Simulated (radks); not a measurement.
Results of a calculation; reference values are marked as such.
Orbital eigenvalues (eV) of neutral molybdenum, [Kr] 4d5 5s1, at several levels of relativity; Dirac values are averaged over j with weights 2j + 1. Spin-unpolarised spherical Kohn-Sham, LDA (Slater exchange, Perdew-Wang correlation), point nucleus unless stated (finite: rms radius 4.4091 fm), a radial shooting solver on a logarithmic mesh with Libxc functionals. A level marked "c x" has the speed of light scaled by that factor and shares open shells by 2j + 1; other Dirac levels either fill j = l - 1/2 first or share by 2j + 1.

shell        non-rel.  scalar-rel., finite nucleus  Dirac, 2j+1 shares  Dirac, 2j+1 shares, finite nucleus  change of magnitude, last against first (%)
1s             -19299                       -19795              -19786                              -19785                                        +2.52
2s            -2680.4                      -2796.4             -2794.6                             -2794.5                                        +4.26
2p            -2470.6                      -2501.9             -2501.7                             -2501.7                                        +1.26
3s            -453.93                      -475.41             -475.13                             -475.12                                        +4.67
3p            -373.20                      -378.89             -378.95                             -378.95                                        +1.54
3d            -224.70                      -221.31             -221.14                             -221.14                                        -1.58
4s            -60.810                      -64.423             -64.393                             -64.391                                        +5.89
4p            -37.823                      -38.590             -38.618                             -38.618                                        +2.10
4d            -4.1717                      -3.9328             -3.9346                             -3.9347                                        -5.68
5s            -4.0259                      -4.3219             -4.3219                             -4.3217                                        +7.35
5p (empty)    -1.1487                      -1.1609             -1.1635                             -1.1635                                        +1.29
6s (empty)  -0.024086                    -0.025791           -0.025876                           -0.025875                                        +7.42
